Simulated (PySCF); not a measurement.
## Where the electron goes

Compound: methylfluoroisocyanate silane, C2H4FNOSi.
Structure used (PBE0-D3(BJ)/def2-SVP), in Å, numbered top down from 1:
```xyz
10
C2H4FNOSi angstrom
C     -1.486    0.459    0.048
Si    -0.113   -0.727   -0.313
F     -0.039   -0.985   -1.913
N      1.386   -0.052    0.170
C      2.464    0.372    0.477
O      3.508    0.789    0.785
H     -1.306    1.416   -0.465
H     -2.451    0.057   -0.296
H     -1.557    0.655    1.129
H     -0.266   -2.051    0.338
```

Computed, not measured: PySCF 2.14.0, density-fitted response routines, TDDFT CAM-B3LYP/def2-SVPD, vertical, gas phase, core orbitals frozen in the response.

Frontier orbitals with the atoms that hold most of them (Löwdin shares over 4%, at most four atoms; ? is withheld):

```csv
orbital,ε (eV),atoms
HOMO-3,-12.76,"C1 23%, F3 23%, Si2 18%, H10 13%"
HOMO-2,-11.57,"C1 22%, Si2 18%, N4 14%, F3 12%"
HOMO-1,-10.58,"N4 44%, O6 32%, C5 15%"
HOMO,-10.16,?
LUMO,?,?
LUMO+1,1.02,"Si2 25%, C5 18%, N4 13%, O6 12%"
LUMO+2,1.31,"C5 27%, C1 13%, Si2 13%, O6 11%"
```

Which atoms hold the LUMO, and with what shares?

Si2 (bonded to C, F, N and H) 28%; C5 (bonded to N and O) 28%; C1 (bonded to Si and 3 H) 13%; O6 (bonded to C) 8%. By element: carbon 40%, silicon 28%, oxygen 8%.

Give the leading atoms of the HOMO.

N4 (bonded to C and Si) 32%; O6 (bonded to C) 22%; C5 (bonded to N and O) 11%; Si2 (bonded to C, F, N and H) 11%.

What is the LUMO energy, and the HOMO–LUMO gap?

ε(LUMO) = 0.88 eV; the gap is 11.04 eV (0.4055 hartree).

The HOMO–LUMO gap is 11.04 eV. Where does the response calculation put the lowest singlet, and from which orbitals?

S1 is at 7.10 eV (f = 0.0016), 3.93 eV below the gap, made of HOMO→LUMO+1 (74%). Its leading pair isn't HOMO and LUMO; the energies of that pair differ by 11.18 eV. Without the coupling terms of the response equations the lowest excitation would equal the gap.

Next come S2 at 7.51 eV (f 0.0018), HOMO-1→LUMO+1 (41%), HOMO→LUMO+3 (20%), HOMO→LUMO+2 (11%); S3 at 7.67 eV (f 0.0006), HOMO-1→LUMO+3 (50%), HOMO-1→LUMO+2 (22%), HOMO-1→LUMO+4 (9%); S4 at 7.85 eV (f 0.0031), HOMO→LUMO (65%), HOMO→LUMO+2 (22%); S5 at 8.11 eV (f 0.0043), HOMO-1→LUMO (63%), HOMO-1→LUMO+2 (27%).

Löwdin shares depend on the basis, the more so with diffuse functions.
